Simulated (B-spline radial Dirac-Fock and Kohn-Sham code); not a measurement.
**Compton profile of Pt⁴⁴⁺**

System: Pt⁴⁴⁺, configuration [Ar] 3d10 4s2 4p4.

Method: the impulse approximation on relativistic Hartree-Fock (Dirac-Fock) wave functions, averaged over the configuration. Computed with an atomic code on a B-spline grid. pz is in atomic units of momentum; subshell profiles are per electron, for a selection of subshells; open shells are spread over both j values by their weights.

```csv
pz,J total,J 3s1/2,J 3p3/2,J 4p3/2
0,1.477,0.0719,0.0453,0.0832
0.45,1.472,0.0715,0.0453,0.0832
0.66,1.466,0.0711,0.0453,0.0831
0.96,1.453,0.0702,0.0453,0.0830
1.4,1.426,0.0684,0.0453,0.0824
2,1.376,0.0650,0.0452,0.0804
3,1.264,0.0573,0.0447,0.0719
4.3,1.095,0.0453,0.0430,0.0522
6.3,0.8714,0.0273,0.0373,0.0216
9.2,0.6651,0.0110,0.0243,0.00850
13,0.4541,0.00587,0.00962,0.00691
19,0.2332,0.00510,0.00230,0.00135
28,0.1004,0.00152,0.00188,0.000580
41,0.03790,0.000212,0.000853,0.000304
60,0.01304,0.000171,0.000169,6.07e-05
88,0.004103,7.88e-05,1.98e-05,6.99e-06
130,0.001093,2.10e-05,1.71e-06,< 1e-6
```

J(0) = 1.477. The 4s1/2 subshell gives the largest part, 17 %.

Mean momentum ⟨p⟩ by subshell (a.u.): 1s1/2 83.5, 2s1/2 29.9, 2p1/2 39.3, 2p3/2 34.2, 3s1/2 15.4, 3p1/2 18.3, 3p3/2 16.8, 3d3/2 20.1, 3d5/2 19.6, 4s1/2 9.43, 4p1/2 10.6, 4p3/2 10.1.
